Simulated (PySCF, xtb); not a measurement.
Si(H)(Et)(OH)2 (C2H8O2Si), SMILES CC[SiH](O)O. One conformer was computed; it need not be the lowest.

Harmonic wavenumbers (cm⁻¹) from GFN2-xTB in xtb 6.7.1 at its own minimum, in rising order: 43, 136, 191, 206, 262, 293, 308, 321, 669, 701, 710, 751, 800, 816, 888, 933, 983, 1025, 1080, 1241, 1302, 1419, 1487, 1514, 1519, 2232, 2975, 3001, 3012, 3016, 3029, 3674, 3708.

Problem. What does PBE0-D3(BJ)/def2-SVP (PySCF) give at its own minimum? (The exact figures need the calculation; the answer reports its results.)

Solution. 55, 83, 150, 194, 258, 283, 327, 372, 643, 678, 754, 766, 819, 871, 928, 947, 981, 988, 1065, 1243, 1271, 1391, 1424, 1475, 1478, 2192, 3051, 3062, 3115, 3138, 3152, 3946, 3952. Paired by order, the mean absolute difference is 53 cm⁻¹ and the zero-point energies are 63.3 and 64.4 kcal/mol.
